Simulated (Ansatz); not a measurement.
A nudged elastic band was laid between two geometries of a periodic cell of 19 atoms, PtC18 (surface graphene monolayer, adsorbate Pt).

These are results of Ansatz, DFT PBE, scalar-relativistic, plane waves, PAW, not measurements. Settings: cutoff 420 eV, k mesh 2x2x1, gaussian smearing 0.02 eV, no spin polarisation.

```json
{
 "movable images": "3",
 "climbing image": "yes",
 "spring": "0.05 eV/Å²",
 "optimiser": "fire",
 "start path": "default",
 "force threshold": "0.05 eV/Å",
 "iteration limit": "50",
 "end points": "relaxed"
}
```

First end point:

```xyz
19
Lattice="7.3980 0.0000 0.0000 -3.6990 6.4069 0.0000 0.0000 0.0000 12.0000" Properties=species:S:1:pos:R:3
C 0.001 -0.037 0.968
C 1.235 0.683 0.966
C -1.231 2.098 0.938
C -0.001 2.817 0.957
C -2.461 4.236 0.958
C -1.231 4.955 0.938
C 2.468 -0.035 0.964
C 3.700 0.683 0.968
C 1.220 2.085 1.027
C 2.468 2.795 1.200
C -0.001 4.236 0.958
C 1.220 4.968 1.029
C 4.934 -0.037 0.969
C 6.167 0.681 0.966
C 3.716 2.085 1.028
C 4.936 2.817 0.957
C 2.468 4.257 1.201
C 3.715 4.968 1.030
Pt 2.470 3.525 3.156
```

Last end point:

Only the atoms that move by more than 0.05 Å are listed.
```
C3 -1.216 2.085 1.028
C5 -2.464 4.257 1.201
C6 -1.217 4.968 1.030
C9 1.235 2.098 0.938
C10 2.465 2.817 0.957
C12 1.235 4.955 0.938
C16 4.934 2.795 1.200
C17 2.465 4.236 0.958
Pt19 4.936 3.525 3.156
```

(1) Which bonds break or form, and what moves?

(2) Give the energies along the band, and the barrier.

(3) What is the geometry of the highest image?

Answers

(1) Contacts lost: C10–Pt19, C17–Pt19. Contacts made: C5–Pt19, C16–Pt19. The atom that moves furthest is Pt19, by 2.47 Å.

(2) The run converged. The highest image is number 2 of 0 to 4, 0.84 eV above the ends, which have the same energy within 2 meV. The order of the stationary point at the top wasn't checked. Another band between the same ends, with other settings, climbed to 0.18 eV only, so this may not be the lowest route. Limits of this set-up: coarse k mesh, slab without dipole correction.

```tsv
image	path coordinate (Å)	energy (eV)	C10–Pt19 (Å)	C17–Pt19 (Å)	C5–Pt19 (Å)
0	0.00	0.00	2.09	2.09	3.38
1	0.65	0.34	2.14	2.14	2.89
2	1.27	0.84	2.41	2.41	2.41
3	1.90	0.33	2.89	2.89	2.14
4	2.54	0.00	3.38	3.38	2.09
```

(3) 
```xyz
19
Lattice="7.3980 0.0000 0.0000 -3.6990 6.4069 0.0000 0.0000 0.0000 12.0000" Properties=species:S:1:pos:R:3:forces:R:3
C 0.002 -0.030 0.982 0.00 0.00 0.00
C 1.240 0.677 0.996 0.01 -0.01 0.00
C -1.228 2.101 1.019 -0.01 0.01 0.00
C 0.002 2.819 1.017 0.00 0.00 -0.01
C -2.453 4.249 1.038 0.01 0.01 -0.01
C -1.228 4.952 1.017 -0.01 -0.01 -0.01
C 2.463 -0.030 0.996 -0.01 0.01 0.00
C 3.701 0.676 0.983 0.00 0.00 0.00
C 1.232 2.101 1.017 0.01 0.01 -0.01
C 2.457 2.805 1.038 -0.01 -0.01 -0.01
C 0.002 4.234 1.017 0.00 0.00 -0.01
C 1.232 4.952 1.018 0.01 -0.01 0.00
C 4.939 -0.031 0.996 0.01 0.01 0.00
C 6.162 0.677 0.997 -0.01 -0.01 0.00
C 3.701 2.082 1.000 0.00 -0.01 -0.01
C 4.945 2.805 1.041 0.01 -0.01 0.01
C 2.457 4.248 1.040 -0.01 0.01 0.01
C 3.701 4.971 0.999 0.00 0.01 -0.01
Pt 3.701 3.524 2.969 0.00 -0.01 0.03
```

Time of the run: 10 min on 1 thread of Intel(R) Xeon(R) Platinum 8259CL CPU @ 2.50GHz (Skylake/Cascade Lake), on a shared host, peak memory 0.97 GiB.
